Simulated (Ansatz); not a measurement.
`[CH3][GaH][SnH3]`, one more setting.

```yaml
crystal:
  periodic: [false, false, false]
  atoms:
    - {symbol: C, position_ang: [-1.532400, 0.942855, -0.919826]}
    - {symbol: Ga, position_ang: [0.377331, 0.694606, -0.508369]}
    - {symbol: Sn, position_ang: [1.196519, -1.235105, 1.071743]}
    - {symbol: H, position_ang: [-1.676630, 1.378865, -1.910068]}
    - {symbol: H, position_ang: [-2.093551, 0.010669, -0.845992]}
    - {symbol: H, position_ang: [-1.952710, 1.641497, -0.188024]}
    - {symbol: H, position_ang: [1.447992, 1.690074, -1.101865]}
    - {symbol: H, position_ang: [2.423518, -2.187733, 0.348950]}
    - {symbol: H, position_ang: [1.864244, -0.621925, 2.526278]}
    - {symbol: H, position_ang: [-0.054324, -2.313793, 1.527164]}
basis:
  gaussian: {orbitals: def2-SVP, nuclear_model: gaussian}
hamiltonian: {xc: {name: r2SCAN50}, dispersion: d3bj}
accuracy: high
output: {forces: true}
```

```sh
$ ansatz run in.yaml --threads 4 --pin off --events-out ev --progress --plain --max-ram 10444MiB
```

It prints (some lines left out):

```
Warning: the engine holds no damping parameters fitted to this dispersion correction and functional, so the run takes those fitted to r2scan50 beside the three-body term, which d3bj leaves out (hamiltonian.dispersion, under Limitations)
Functional definition: r2SCAN50
2506 factors; integrals over basis functions are off by at most 2.7e-8 eV
mean field evaluation 1: about -59347.4731 eV, gradient 3.5e1 eV
mean field evaluation 2: about -59348.0920 eV, gradient 3.0e1 eV
mean field evaluation 4: about -59350.3680 eV, gradient 2.0e0 eV
mean field evaluation 8: about -59350.5757 eV, gradient 4.5e-2 eV
mean field evaluation 16: about -59350.5757 eV, gradient 1.4e-5 eV
mean field -59350.57568671 eV, -2181.0934272213 hartree, gradient 2.1e-8 eV, S^2 0.000000; 0 other end points of the search recorded, 0 dependent functions left out
reference -59350.57568732 eV, -2181.0934272440 hartree; 33, 33 occupied and 74, 74 virtual orbitals, 2506 factors
Total energy: -59350.64565207 eV, -2181.0959984010 hartree
Atom 0 at    -1.532400     0.942855    -0.919826 Å, force     0.210431    -0.011036     0.052742 eV/Å
Atom 1 at     0.377331     0.694606    -0.508369 Å, force    -0.026549     0.040189    -0.032651 eV/Å
Atom 2 at     1.196519    -1.235105     1.071743 Å, force     0.022235    -0.033715     0.032088 eV/Å
Atom 3 at    -1.676630     1.378865    -1.910068 Å, force    -0.007590    -0.007051     0.016459 eV/Å
Atom 4 at    -2.093551     0.010669    -0.845992 Å, force    -0.007935     0.013430    -0.004585 eV/Å
Atom 5 at    -1.952710     1.641497    -0.188024 Å, force     0.001757    -0.018021    -0.023860 eV/Å
Atom 6 at     1.447992     1.690074    -1.101865 Å, force    -0.130200    -0.114440     0.069463 eV/Å
Atom 7 at     2.423518    -2.187733     0.348950 Å, force    -0.098093     0.081484     0.048190 eV/Å
Atom 8 at     1.864244    -0.621925     2.526278 Å, force    -0.055823    -0.040629    -0.118211 eV/Å
Atom 9 at    -0.054324    -2.313793     1.527164 Å, force     0.091766     0.089788    -0.039635 eV/Å
Dipole moment:    -0.212938     0.167725    -0.153241 e Å
```

Run time 4.7 s (4 threads of an Intel Xeon 6975P-C on a shared host); peak host memory 0.58 GiB.
